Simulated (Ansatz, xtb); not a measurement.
Species: sum formula BPH3 (charge 0, doublet). It need not be the lowest isomer of its formula. 
Structure (B3LYP-D3(BJ)/def2-TZVP (Ansatz, a first-principles code) minimum search):
SMILES: B[PH]
```xyz
5

B      0.0943    -0.3580    -1.2104
H     -0.6078     0.0790    -2.0676
H      0.8731    -1.2208    -1.4761
P     -0.1324     0.1823     0.5783
H      1.2493     0.1979     0.9212
```
Charge 0, spin multiplicity 2.

Harmonic wavenumbers from GFN2-xTB (xtb, at its own minimum), cm⁻¹: 330, 630, 667, 750, 845, 1147, 2256, 2622, 2663.

Question: Give the harmonic wavenumbers at B3LYP-D3(BJ)/def2-TZVP (Ansatz, finite differences of forces, unscaled).

Answer: 375, 574, 643, 732, 950, 1169, 2355, 2581, 2666 cm⁻¹. Zero-point energy 17.2 kcal/mol.

Question: From these and the geometry, give the ideal-gas thermochemistry at 298.15 K and 1 atm (rigid rotor, harmonic oscillator).

Answer: Point group C1, rotational symmetry number 1. Rotational constants 124.1, 13.62, 12.57 GHz. S(trans) 37.33, S(rot) 20.25, S(vib) 2.37, S(elec, spin only) 1.38, S 61.3 cal/(mol K). H(298) - H(0) 2.88 kcal/mol; G - E(el) 1.8 kcal/mol.
